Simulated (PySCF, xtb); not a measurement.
SiClH₂I, SMILES Cl[SiH2]I.

Harmonic wavenumbers (cm⁻¹) from GFN2-xTB (xtb) at its own minimum, in rising order: 122, 394, 477, 533, 602, 715, 769, 2346, 2368.

Problem. What does r2SCAN-D4/def2-SVP in PySCF give at its own minimum? (The exact figures need the calculation; the answer reports its results.)

Solution. 135, 363, 540, 558, 694, 844, 935, 2254, 2270. Paired by order, the mean absolute difference is 79 cm⁻¹ and the zero-point energies are 11.9 and 12.3 kcal/mol.
